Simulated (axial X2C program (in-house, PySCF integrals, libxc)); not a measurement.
# Worked dissociation energy of KSb: M06, without spin–orbit coupling

All values were computed with an in-house all-electron X2C program for linear molecules (integrals from PySCF). Spin-free means the one-electron spin-free X2C Hamiltonian. Basis: Sb dyall-v3z [11s12p8d1f], K dyall-v3z [11s12p4d2f] (cores contracted in-house); Gaussian nuclei, density fitting, unrestricted open shells. Masses: Sb 120.904 u, K 38.964 u.

Molecular state: M_S = 1, Λ = 0 (beyond evenly filled blocks: π+α, π-α).

```
E(Sb) (2M_S = 3, M_L = 0) : -6480.915307 hartree
E(K) (2M_S = 1, M_L = 0)  : -602.213193 hartree
E(KSb) at Re              : -7083.187234 hartree
ωe                        : 148.5 cm⁻¹
ωexe                      : 0.523 cm⁻¹
```

(1) Work out De and D0.

The state is one determinant whose occupation by symmetry is held fixed; it was picked as the lowest of a PBE0 search that is not exhaustive. Dissociation energies refer to the lowest single-determinant-based atoms at the same level and basis. Other states lie close and PBE0, whose exact exchange favours high spin, may order them wrongly; the determinant shown need not be the ground state. The nearest other spin-free determinant of the search, M_S = 0, Λ = 2, lies 0.78 eV up at the distance of the search. Spin–orbit coupling changes these values markedly for this molecule (Re by over 0.02 Å or De by over 0.25 eV), so the spin-free numbers are a model.

Each atomic determinant is the lowest at this level and need not be a pure term. Totals compare only within one Hamiltonian and basis.

Results:

(1) De = -6480.915307 + (-602.213193) − (-7083.187234) = 0.05873 hartree = 1.598 eV. The zero-point energy is ωe/2 − ωexe/4 = 74 cm⁻¹ = 0.009 eV, so D0 = 1.589 eV.
